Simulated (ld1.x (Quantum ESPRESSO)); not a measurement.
**Transferability test, TM semilocal potential for Cr**

```json
{
  "Element": "chromium (Cr)",
  "Generator": "ld1.x (Quantum ESPRESSO) 7.5",
  "Type": "norm-conserving Troullier–Martins (semilocal form)",
  "Functional": "PBE",
  "Relativity": "scalar-relativistic",
  "Frozen core": "[Ne] 3s2",
  "Valence charge": "12",
  "Reference configuration": "3p6 3d5.5 4s0.5 4p0",
  "Partial waves": "4s (bound): rc 2.45 bohr; 3d (bound): rc 1.35 bohr; 4f channel at 0.05 Ry: rc 2.30 bohr; 3p (bound): rc 1.55 bohr",
  "Local potential": "the p channel",
  "Core correction": "Bessel-smoothed model core inside 1.15 bohr"
}
```

Energies are relative to the spin-unpolarised reference configuration 3p6 3d5.5 4s0.5 4p0; without spin polarisation the order of configurations can differ from experiment. The frozen-core shift is the all-electron ΔE with the core orbitals held at their reference shape minus the fully relaxed ΔE.

(1) Give the all-electron excitation energy and the error of the potential for: 3p6 3d5 4s1 4p0; 3p6 3d5 4s0 4p0; 3p6 3d4 4s0 4p0; 3p6 3d5 4s0.5 4p0; 3p6 3d4 4s2 4p0; 3p6 3d3 4s0 4p0; 3p6 3d4 4s1 4p0.

Levels in the configuration 3p6 3d4 4s0 4p0:

```json
{"level": "3p", "all-electron (eV)": "-66.460", "pseudo (eV)": "-66.494"}
{"level": "3d", "all-electron (eV)": "-22.856", "pseudo (eV)": "-22.866"}
```

Results:

(1)

| valence configuration | charge | ΔE all-electron (eV) | error AE − PS (meV) | frozen-core shift (meV) |
| --- | --- | --- | --- | --- |
| 3p6 3d5 4s1 4p0 | 0 | -0.726 | -5.0 | +0.3 |
| 3p6 3d5 4s0 4p0 | +1 | 6.175 | +8.3 | +0.4 |
| 3p6 3d4 4s0 4p0 | +2 | 22.227 | +21 | +15 |
| 3p6 3d5 4s0.5 4p0 | +0.5 | 1.981 | +4.7 | 0.0 |
| 3p6 3d4 4s2 4p0 | 0 | -0.826 | -85 | +16 |
| 3p6 3d3 4s0 4p0 | +3 | 52.976 | -28 | +120 |
| 3p6 3d4 4s1 4p0 | +1 | 7.261 | -25 | +14 |
